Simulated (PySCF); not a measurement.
Geometry:
```json
{"atom": "O1", "x (Å)": "2.384", "y (Å)": "0.423", "z (Å)": "-0.855"}
{"atom": "C2", "x (Å)": "2.163", "y (Å)": "-0.569", "z (Å)": "-0.191"}
{"atom": "O3", "x (Å)": "3.087", "y (Å)": "-1.530", "z (Å)": "-0.040"}
{"atom": "C4", "x (Å)": "0.923", "y (Å)": "-0.857", "z (Å)": "0.510"}
{"atom": "C5", "x (Å)": "-0.109", "y (Å)": "-0.006", "z (Å)": "0.498"}
{"atom": "C6", "x (Å)": "-1.379", "y (Å)": "-0.392", "z (Å)": "1.191"}
{"atom": "C7", "x (Å)": "-2.400", "y (Å)": "-0.917", "z (Å)": "0.183"}
{"atom": "F8", "x (Å)": "-2.830", "y (Å)": "0.081", "z (Å)": "-0.653"}
{"atom": "Si9", "x (Å)": "-0.090", "y (Å)": "1.666", "z (Å)": "-0.435"}
{"atom": "O10", "x (Å)": "1.069", "y (Å)": "2.682", "z (Å)": "0.061"}
{"atom": "H11", "x (Å)": "3.894", "y (Å)": "-1.299", "z (Å)": "-0.526"}
{"atom": "H12", "x (Å)": "0.906", "y (Å)": "-1.803", "z (Å)": "1.038"}
{"atom": "H13", "x (Å)": "-1.808", "y (Å)": "0.475", "z (Å)": "1.694"}
{"atom": "H14", "x (Å)": "-1.204", "y (Å)": "-1.183", "z (Å)": "1.923"}
{"atom": "H15", "x (Å)": "-1.964", "y (Å)": "-1.694", "z (Å)": "-0.453"}
{"atom": "H16", "x (Å)": "-3.291", "y (Å)": "-1.301", "z (Å)": "0.692"}
{"atom": "H17", "x (Å)": "-1.260", "y (Å)": "2.403", "z (Å)": "0.022"}
{"atom": "H18", "x (Å)": "-0.075", "y (Å)": "1.360", "z (Å)": "-1.861"}
{"atom": "H19", "x (Å)": "1.975", "y (Å)": "2.469", "z (Å)": "-0.158"}
```

PySCF calculation with GIAO PBE0/pcSseg-1 shieldings and GFN2-xTB geometry; no relativistic terms, one conformer, in vacuum, fast rotation and ring inversion assumed for equivalent nuclei.

Scale: 13C against TMS (reference shieldings calculated alike).

Do the 13C shifts follow the atomic charges (in e)? Tabulate both.

Answers


```tsv
atoms	hybridisation	δ (ppm)	σ para (ppm)	Hirshfeld	IAO	Mulliken	ESP-fitted
C5	sp2	188.8	-268	-0.05	-0.21	-0.46	-0.03
C2	sp2	175.1	-241	+0.21	+0.52	+0.52	+0.75
C4	sp2	133.1	-202	-0.07	-0.22	-0.12	-0.36
C7	sp3	90.0	-144	+0.03	+0.05	+0.17	+0.18
C6	sp3	45.5	-107	-0.07	-0.27	-0.20	-0.30
```

Correlation coefficients of δ with charge over these carbons: Hirshfeld +0.40, IAO +0.40, Mulliken +0.06, ESP-fitted +0.47; with the paramagnetic shielding -1.00. With so few points, grouped by hybridisation, these coefficients are fragile. Charge is one influence among several: hybridisation and low-lying excitations act through the paramagnetic term.

Shifts are as computed. Against solution values, carbons near 30 ppm lie about +3 ppm off and those near 130 ppm about +5 ppm. Of 1211 compounds with measured shifts, 218 miss one by over three times the rms of a fit or turn the order of signals round; such compounds aren't used in these exercises. Hydrogen bonding in solution deshields acid and N–H amide carbonyl carbons by as much as 10 ppm beyond these values.
